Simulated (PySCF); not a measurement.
# Working out the electron affinity of K

K⁻ [Ar] 4s2 (1S) → K [Ar] 4s1 (2S). Computed with PySCF 2.14 in def2-QZVPPD, with the non-relativistic Hamiltonian (point nucleus). Frozen: [Ne]. Energies in hartree (1 hartree = 27.21139 eV):

```csv
part,K⁻ (lower),K (upper)
UHF,-599.157647,-599.164594
CCSD correlation,-0.248675,-0.226635
(T),-0.008072,-0.006710
```

Q: What does Hartree-Fock give?

A: (-599.164594) − (-599.157647) = -0.006947 hartree = -0.189 eV.

Q: What do CCSD and CCSD(T) give?

A: The CCSD correlation energies differ by 0.022040 hartree = 0.600 eV and the triples by 0.001362 hartree = 0.037 eV, so CCSD gives 0.411 eV and CCSD(T) 0.448 eV.

A first-order spin-orbit estimate adds 0.000 eV to CCSD(T) (valence and next inner shell), giving 0.448 eV against 0.501 eV (measured; photodetachment measurements, as compiled on the Wikipedia data page of electron affinities).

The calculation is non-relativistic.

What remains against the reference includes basis incompleteness, the frozen core and higher excitations.
